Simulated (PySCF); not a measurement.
Compound: 3-aminophenol, C6H7NO.
Bonds: N1–C2, C2–C3 (aromatic), C3–C4 (aromatic), C4–C5 (aromatic), C5–C6 (aromatic), C6–O7, C6–C8 (aromatic), C2–C8 (aromatic). Hydrogens: H9, H10 on N1; H11 on C3; H12 on C4; H13 on C5; H14 on O7; H15 on C8.

Computed with PySCF at wB97X-D/pcSseg-2, non-relativistic, on one gas-phase PBE0-D3(BJ)/def2-TZVP geometry that isn't relaxed in the solvent. The solvent is an IEF-PCM continuum (van der Waals radii × 1.2). Specific hydrogen bonds and non-electrostatic terms are outside this model.

Gas phase at wB97X-D/pcSseg-2: HOMO -7.64 eV, LUMO 1.79 eV, dipole 1.18 D.

Question: What does the continuum do to the energy, the frontier levels and the dipole at wB97X-D/pcSseg-2 in chloroform?

Answer: 
```json
{"solvent": "chloroform", "ε": "4.711", "E(solvent) − E(gas) (kJ/mol)": "-27.85", "polarisation term (kJ/mol)": "-30.61", "distortion of the solute (kJ/mol)": "2.76", "HOMO (eV)": "-7.65", "LUMO (eV)": "1.75", "dipole (D)": "1.43"}
```

The first energy column is the sum of the next two and covers electrostatics alone.

Question: Which radius a makes the point-dipole formula ΔE = −[(ε − 1)/(2ε + 1)]·μ²/a³ give the value in chloroform, with the gas-phase dipole?

Answer: μ = 0.466 au and |ΔE| = 0.01061 Eh give a = 1.03 Å; the farthest nucleus lies 3.30 Å from the centroid of the nuclei, so such a sphere wouldn't even hold the nuclei. The formula assumes a rigid point dipole at the centre of a sphere.

Time: 2.5 min wall, 5.1 min CPU; peak memory 2.7 GiB. Hardware: 2 threads of an Intel Xeon at 2.50 GHz (shared host). This is the whole shielding run at wB97X-D/pcSseg-2 in chloroform, SCF included.

Conformer computed: `[NH2:1][c:2]1[cH:3][cH:4][cH:5][c:6]([OH:7])[cH:8]1`: H–N1–C2–C3 24°, H–N1–C2–C3 159°, H–O7–C6–C5 0°.

wB97X-D is run here without its empirical dispersion term; that term would change no orbital, density or response property at a fixed geometry.
